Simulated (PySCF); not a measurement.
# BeH4N2: core ionisation energies

Compound: Be(NH2)2.
Bonds: Be1–N2, Be1–N5. Hydrogens: H3, H4 on N2; H6, H7 on N5.

Theory: delta-SCF UKS SCAN, pcX-2 on the ionised atom, pcseg-1 elsewhere, spin-free X2C (PySCF). Vertical ΔSCF values, vacuum level as zero.

Task: List the computed XPS lines with their assignment.

Result: 
```csv
atom(s),environment,level,binding energy (eV),count
Be1,beryllium bonded to 2 N,Be 1s,119.15,1
N2/N5,nitrogen bonded to Be and 2 H,N 1s,404.00,2
```

Task: Which photon wavelength matches the N 1s of N2 (atom 2)/N5 threshold?

Result: λ = hc/E = 12398.42 eV Å / 404.00 eV = 30.689 Å.

Task: Which photon energy gives electrons from N 1s of N2/N5 a kinetic energy of 50 eV, and what is their de Broglie wavelength?

Result: hν = 404.00 + 50 = 454.00 eV, recoil neglected; λ = 12.264 Å/√(E/eV) = 1.73 Å.

The first atom of each set that the bonding makes equivalent was ionised and stands for the set. Geometry: PBE0-D3(BJ)/def2-SVP; no solvent, vibrations or thermal averaging.

The run took 3.8 s of wall time on an Arm Neoverse V1 with one thread, shared host.
